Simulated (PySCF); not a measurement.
A structure optimised at PBE-D3(BJ)/def2-SVP, used in a PySCF frequency run:

```xyz
13

C     -0.0200    -1.4218    -0.1590
C      1.2077    -0.8921    -0.2141
C      1.3037     0.5851    -0.2115
C      0.2267     1.3448     0.1067
C     -1.0749     0.7032     0.5309
C     -1.3020    -0.6779    -0.1416
H      2.1256    -1.4981    -0.2909
H      2.2703     1.0500    -0.4655
H      0.3082     2.4431     0.1330
H     -1.9411     1.3651     0.3244
H     -1.0517     0.5684     1.6397
H     -1.6496    -0.5486    -1.1950
H     -2.1095    -1.2277     0.3854
```
Charge 0, spin multiplicity 2.

**Question.** Write its SMILES and formula.

**Answer.** [C]1=CC=CCC1, C₆H₇

**Question.** What are its rotational constants (standard atomic weights)?

**Answer.** 5.4784, 4.9302, 2.7551 GHz
